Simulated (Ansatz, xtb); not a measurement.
Ligand exchange: HBr + HOI → IBr + H2O

Species: HBr (hydrogen bromide), singlet; HOI (hypoiodous acid) `OI`, singlet; IBr, singlet; H2O (water) `O`, singlet. The partners trade H for I: Br–H and O–I bonds give way to Br–I and O–H.

Shapes, held fixed at every level: PBE0-D4/def2-TZVP. Programs: Ansatz 0.2.0, xtb 6.7.1. The zero-point and thermal change to 298 K, harmonic and unscaled (PBE0-D4/def2-TZVP), is +9.6 kJ/mol.

**The experiment to reproduce.** Tabulated heats of formation (Active Thermochemical Tables): HBr -35.9; HOI -61.3; IBr +40.8; H2O -241.8 kJ/mol, which give ΔH(298 K) = -103.9 kJ/mol.

```json
{"level": "GFN2-xTB", "kind": "semi-empirical", "ΔH (kJ/mol)": "-112.6", "computed − measured": "-8.7"}
{"level": "HF/def2-TZVPP", "kind": "Hartree–Fock", "ΔH (kJ/mol)": "-110.1", "computed − measured": "-6.2"}
{"level": "PBE0-D4/def2-TZVPP", "kind": "global hybrid", "ΔH (kJ/mol)": "-103.4", "computed − measured": "+0.5"}
{"level": "wB97M-V/def2-TZVPP", "kind": "range-separated hybrid", "ΔH (kJ/mol)": "-97.3", "computed − measured": "+6.6"}
{"level": "B2PLYP/def2-TZVPP", "kind": "double hybrid", "ΔH (kJ/mol)": "-95.3", "computed − measured": "+8.6"}
{"level": "MP2/def2-SVP", "kind": "perturbation theory", "ΔH (kJ/mol)": "-97.0", "computed − measured": "+6.9"}
{"level": "MP2/def2-TZVPP", "kind": "perturbation theory", "ΔH (kJ/mol)": "-97.8", "computed − measured": "+6.1"}
{"level": "CCSD/def2-TZVPP", "kind": "coupled cluster or CI", "ΔH (kJ/mol)": "-95.2", "computed − measured": "+8.7"}
{"level": "CCSD(T)/def2-TZVPP", "kind": "coupled cluster or CI", "ΔH (kJ/mol)": "-92.4", "computed − measured": "+11.5"}
```

Nearest: PBE0-D4/def2-TZVPP (+0.5); farthest: CCSD(T)/def2-TZVPP (+11.5). 8 of 9 levels lie within 10 kJ/mol. For atoms past krypton def2 sets carry core potentials with scalar relativity. Relativity is left out for Br unless named. Correlated rows may include outer-core shells of Br, I, which these sets cover unevenly.
